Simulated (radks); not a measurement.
Problem. Spherical quantum dot in the effective-mass picture: electrons in a parabolic well V = omega^2 r^2 / 2 with omega = 0.0699, with a point charge +1 (a donor) at the centre, all in effective atomic units (hartree* = m*/eps^2 hartree, bohr* = eps/m* bohr), one dielectric constant everywhere. Calculated with a radial shooting solver with Libxc functionals: non-relativistic Kohn-Sham, exchange-only LDA, spin-polarised, spherical densities. Levels are named by radial order and angular momentum (1s, 1p, 1d, 2s, ...), and open shells are averaged over m. At N = 12 the configuration is 1s2 1p(up 3, down 0) 1d(up 5, down 0) 2s(up 1, down 0) 1f(up 1, down 0). Does electron 13 go into 2p up or 1f up or 1g up?

Solution. Into 1f up. The total energies of the other choices lie higher by 0.0320 hartree* (2p up), 0.0332 hartree* (1g up).
